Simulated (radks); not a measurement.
Results of a calculation; reference values are marked as such.
Effect of the nuclear size on the aluminium ion Al+, [Ne] 3s2. Code: a radial shooting solver on a logarithmic mesh with Libxc functionals. Model: Dirac Kohn-Sham, PBE, spin-unpolarised, spherical densities, finite nucleus; Fermi nuclear charge, rms radius 3.061 fm. The rms radius is varied about that value; shifts are against it.

rms radius (fm)  total energy shift (eV)  density at nucleus (e/bohr^3)  1s1/2 shift (meV)
2.6539                         -0.000925                           1506             -0.383
2.8069                         -0.000592                           1505             -0.245
3.061                                  0                           1504              0.000
3.3396                          0.000707                           1502              0.293
3.4559                           0.00102                           1502              0.423

Slopes of the eigenvalues against <r^2> in GHz/fm^2, as finite differences over the two radii next to the reference (eigenvalue slopes, not the field-shift constants of lines): 1s1/2 39.8.
